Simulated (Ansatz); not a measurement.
`C#COC(C)F` + `C[Si]O` → `CO[Si]C` + `C#COCF`  (substitution at a C–C bond)

Gas-phase electronic energies from Ansatz, PBE0-D4/def2-TZVP geometries. CCSD(T)/CBS adds triple-zeta CCSD(T) − MP2 to the extrapolated MP2 energy (def2 sets, frozen cores). This one scheme is used for every species. DFT in def2-TZVPP. Each species was taken in one conformer, which may not be the lowest.

| species | PBE0 energy (Eh) |
| --- | --- |
| `C#COC(C)F` | -330.17645 |
| `C[Si]O` | -405.04016 |
| `CO[Si]C` | -444.29876 |
| `C#COCF` | -290.88633 |

Work out ΔE.

ΔE = (-444.29876) + (-290.88633) − (-330.17645) − (-405.04016) = 0.03152 Eh = +0.86 eV. CCSD(T)/CBS gives +0.89 eV.

Largest T1 diagnostic among the species: 0.014.

In def2-TZVPP, CCSD(T) changes the Hartree–Fock value by +0.09 eV (the triples alone add +0.01 eV) and MP2 by +0.14 eV.
